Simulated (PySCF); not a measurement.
SMILES [Be]([O][SiH3])[NH2], singlet, PBE0/def2-SVP optimised geometry.

```
9

Be     0.75    -0.33     0.00
N      2.25    -0.30    -0.01
H      2.84    -0.45     0.80
H      2.83    -0.12    -0.82
O     -0.67    -0.35     0.00
Si    -2.31    -0.35     0.00
H     -2.84     1.05     0.00
H     -2.83    -1.05     1.21
H     -2.84    -1.05    -1.21
```

Density from PBE0/def2-TZVP (PySCF) at that geometry.

Minimum of the electron density along straight lines between bonded atoms, close to the bond critical point (lines longer than 1.1 times the sum of covalent radii, or with two minima, are not listed):

| bond | length / Å | ρ at the minimum / e bohr⁻³ | ∇²ρ there / e bohr⁻⁵ | position (fraction from the first atom) |
|---|---|---|---|---|
| Be1–N2 | 1.497 | 0.124 | ? | 0.35 |
| N2–H3 | 1.014 | 0.331 | -1.58 | 0.73 |
| N2–H4 | 1.014 | 0.331 | -1.58 | 0.73 |
| Be1–O5 | 1.421 | 0.130 | 1.14 | 0.36 |
| O5–Si6 | 1.643 | 0.135 | 0.86 | 0.59 |
| Si6–H7 | 1.496 | 0.121 | 0.15 | 0.49 |
| Si6–H8 | 1.495 | 0.121 | 0.15 | 0.49 |
| Si6–H9 | 1.495 | 0.121 | 0.15 | 0.49 |

Q: Complete the blanks.

A: 
- Be1–N2, ∇²ρ there / e bohr⁻⁵: 0.81
